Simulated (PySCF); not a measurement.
Cl₄H₃NTi, multiplicity 1. Atoms are numbered in the order given.

```xyz
9

Ti     0.0000     0.0000     0.0255
Cl     1.8824    -1.0868    -0.2839
Cl     0.0000     0.0000     2.2000
Cl     0.0000     2.1736    -0.2839
Cl    -1.8824    -1.0868    -0.2839
N      0.0000     0.0000    -2.2402
H      0.0000    -0.9555    -2.6003
H      0.8275     0.4778    -2.6003
H     -0.8275     0.4778    -2.6003
```

Coordinates come from a ωB97X-D3(BJ)/def2-SVP optimisation. The spin state was assumed, not searched.

All values below come from CAM-B3LYP/def2-TZVP run with PySCF.

Symmetry labels are those of the subgroup Cs that the program uses (full group C3v).

**Question.** List the valence orbital energies around the gap with their symmetry. (An estimate is asked for; the answer gives what the named calculation found.)

**Answer.** 
```
orbital  symmetry  energy (eV)
-------  --------  -----------
HOMO−7         A'       -11.76
HOMO−6         A"       -11.76
HOMO−5         A"       -11.34
HOMO−4         A'       -11.34
HOMO−3         A"       -10.52
HOMO−2         A'       -10.25
HOMO−1         A"       -10.08
HOMO           A'       -10.08
LUMO           A"        -2.24
LUMO+1         A'        -2.24
LUMO+2         A"        -1.69
LUMO+3         A'        -1.69
```
